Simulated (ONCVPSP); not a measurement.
# P: excitation energies, all-electron against ONCV

phosphorus (P), optimised norm-conserving Vanderbilt (ONCV), made with ONCVPSP 4.0.1 (PBE, scalar-relativistic). Core [Ne], reference 3s1.75 3p3.25. Waves: 3s: rc 1.60 bohr, ncon 4, nbas 8, qcut 4.1 1/bohr, 2 projectors, debl 1 Ha; 3p: rc 1.45 bohr, ncon 4, nbas 7, qcut 6 1/bohr, 2 projectors, debl 1.9 Ha; d scattering state at 0.44 Ha: rc 1.40 bohr, ncon 4, nbas 8, qcut 5.9 1/bohr, 1 projector. Local part: polynomial inside 1.05 bohr (lpopt 5, dvloc0 6 Ha). Core correction: none.

Energies are relative to the spin-unpolarised reference configuration 3s1.75 3p3.25; without spin polarisation the order of configurations can differ from experiment.

```
valence configuration  charge  ΔE all-electron (eV)  error AE − PS (meV)
              3s2 3p3       0                -2.120                 +0.1
              3s2 3p1      +2                26.756                 +1.6
```

Q: What are ΔE and the potential's error for 3s2 3p2?

A: ΔE = 7.609 eV all-electron; the error (AE − PS) is -0.8 meV.

Q: What are ΔE and the potential's error for 3s1 3p3?

A: ΔE = 16.730 eV all-electron; the error (AE − PS) is +0.2 meV.
